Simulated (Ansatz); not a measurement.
`C=C[CH2][AlH][Cl]` + H₂O → `[OH][AlH][Cl]` + `C=CC`  (formal hydrolysis of the Al–C bond)

Program: Ansatz. Geometries: PBE0-D4/def2-TZVP. ΔE: electronic, gas phase. CCSD(T)/CBS is the MP2 limit (def2-TZVPP, def2-QZVPP) plus CCSD(T) − MP2 in def2-TZVPP, frozen cores. This one scheme is used for every species. DFT in def2-TZVPP. Each species was taken in one conformer, which may not be the lowest.

Question: Is it downhill or uphill in electronic energy at CCSD(T)/CBS, and by how much? (Estimate.)

Answer: Ansatz gave: Downhill: ΔE = -1.42 eV.

Question: What do these levels give: LDA (SPW92), PBE0-D4, ωB97X-V, B2PLYP, SCS-MP2/def2-TZVPP, SCS-MP2/def2-QZVPP? (An estimate is asked.)

Answer: Ansatz gave: LDA (SPW92) -1.18, PBE0-D4 -1.27, ωB97X-V -1.43, B2PLYP -1.56, SCS-MP2/def2-TZVPP -1.51, SCS-MP2/def2-QZVPP -1.50 eV.

Largest T1 diagnostic among the species: 0.011.

At CCSD(T), def2-SVP lies −0.15 eV from the extrapolated value and def2-TZVPP −0.03 eV. Leaving LDA and LC-ωPBE aside and taking each functional with its dispersion term where it has one, the values, not all of them listed here, spread over 0.31 eV, from B2PLYP to revPBE-D4. LDA lies +0.15 eV from PBE without D4.
